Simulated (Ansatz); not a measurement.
Ideal-gas functions of `ClB(Cl)B1CN1` at 400 K and 1 bar, from an Ansatz frequency run at PBE0-D4/def2-TZVP.

Molar mass 121.57 g/mol, point group Cs (symmetry number 1), electronic degeneracy 1, moments of inertia 180.09, 348.487, 491.811 u Å². Harmonic wavenumbers (cm⁻¹, unscaled): 36, 87, 145, 207, 229, 409, 470, 509, 811, 916, 934, 956, 1004, 1030, 1139, 1160, 1498, 1632, 3077, 3154, 3681.

Use S(trans) = R[1.5 ln M + 2.5 ln T − 1.1517]; rotational temperatures θ = 24.2544 K / I; S(rot) = R[ln(√π/σ · √(T³/θAθBθC)) + 1.5]; for each mode x = 1.438777 ν̃/T, S = R[x/(eˣ − 1) − ln(1 − e⁻ˣ)] and H = RT x/(eˣ − 1); 1 cm⁻¹ = 0.0119627 kJ/mol; R = 8.31446 J/(mol·K).

Problem. By hand: the entropy, in J/(mol·K).

Solution. Translation 174.8. Rotation: θ = 0.1347, 0.0696, 0.0493 K, giving 123.9. Vibration, mode by mode: 25.32, 18.01, 13.82, 10.96, 10.16, 5.82, 4.87, 4.36, 1.85, 1.37, 1.30, 1.22, 1.06, 0.98, 0.72, 0.67, 0.24, 0.16, 0.00, 0.00, 0.00, in all 102.9. Electronic 0.0. Sum 401.6 J/(mol·K).

Problem. By hand: H − E and G − E in kJ/mol, counted from the electronic energy.

Solution. Zero-point energy ½ × 23084 × 0.0119627 = 138.1; thermal vibration 19.7; translation, rotation and pV give 4 RT = 13.3. H − E = 171.1 kJ/mol, and G − E = 171.1 − 400 × 401.6/1000 = 10.5 kJ/mol.

Vibration gives 26 % of the entropy, 57.1 J/(mol·K) of it from the modes under 150 cm⁻¹: soft modes count most, and the harmonic formula is weakest for them. The sum counts one conformer and one mirror image; others add a mixing term.
